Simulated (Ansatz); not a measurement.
Consider the ligand exchange at the Sn–C bond: `O=[CH][SnH3]` + `C[SiH2]N` → `C[SiH2][NH][SnH3]` + `C=O`.

Gas-phase electronic energies from Ansatz, PBE0-D4/def2-TZVP geometries. CCSD(T)/CBS adds triple-zeta CCSD(T) − MP2 to the extrapolated MP2 energy (def2 sets, frozen cores). This one scheme is used for every species. Functionals use def2-TZVPP. B3LYP here is the variant with VWN-RPA as its local correlation; programs differ in this. Elements past krypton have def2 core potentials. For Sn outer-core shells are correlated without core-valence functions, which leaves a few kJ/mol of doubt a bond. One conformer a species, not always the lowest.

`O=[CH][SnH3]`:

Z-matrix (Å, degrees):
```
Sn
C 1 2.211
H 1 1.708 2 109.0
H 1 1.708 2 109.0 3 118.5
H 1 1.701 2 108.3 3 -120.8
O 2 1.197 1 122.2 3 120.5
H 2 1.116 1 118.0 3 -59.5
```

`C[SiH2]N`:

```xyz
10

C     0.055   -1.192    0.731
Si   -0.035    0.022   -0.691
N    -0.039    1.691   -0.272
H     0.051   -2.220    0.358
H    -0.799   -1.075    1.404
H     0.968   -1.048    1.315
H    -1.289   -0.238   -1.451
H     1.144   -0.200   -1.573
H    -0.856    2.118    0.132
H     0.802    2.143    0.046
```

`C[SiH2][NH][SnH3]`:

Z-matrix (Å, degrees):
```
C
Si 1 1.867
H 1 1.093 2 111.4
H 1 1.093 2 110.0 3 -119.7
H 1 1.094 2 111.6 3 121.4
N 2 1.718 1 108.8 3 -59.0
H 2 1.496 1 108.3 3 177.6
H 2 1.492 1 110.3 3 61.7
Sn 6 2.024 2 127.9 1 -24.0
H 6 1.009 2 117.4 1 170.6
H 9 1.707 6 108.8 2 70.6
H 9 1.709 6 109.7 2 -49.4
H 9 1.705 6 105.6 2 -169.6
```

`C=O`:

```xyz
4

C    -0.003    0.003   -0.002
O     0.741   -0.795    0.487
H     0.272    0.590   -0.902
H    -1.010    0.202    0.417
```

```csv
level,ΔE (kJ/mol),difference from CCSD(T)/CBS
PBE-D4,-17.5,20.5
r2SCAN-D4,-23.6,14.4
PBE0-D4,-25.5,12.5
B3LYP-D4,-27.5,10.5
ωB97X-V,-32.4,5.6
ωB97M-V,-30.0,8.0
r2SCAN,-21.9,16.1
B3LYP,-17.9,20.1
HF/def2-TZVPP,-38.7,-0.7
MP2/def2-TZVPP,-41.4,-3.4
SCS-MP2/def2-TZVPP,-41.7,-3.7
CCSD/def2-TZVPP,-37.3,0.7
CCSD(T)/def2-TZVPP,-36.8,1.2
SCS-MP2/def2-QZVPP,-42.5,-4.5
HF/CBS(def2),-39.9,-1.9
CCSD/CBS(def2),-38.5,-0.5
CCSD(T)/CBS,-38.0,0
```

Largest T1 diagnostic among the species: 0.016.

The D4 term adds −9.6 kJ/mol with B3LYP and −5.4 kJ/mol with PBE0; it sums over pairs of atoms, weighted by their polarisabilities, and B3LYP, whose exchange is more repulsive, gets the larger term. From PBE to PBE0 (25 % exact exchange), in def2-TZVPP and without D4, ΔE moves by −8.5 kJ/mol.
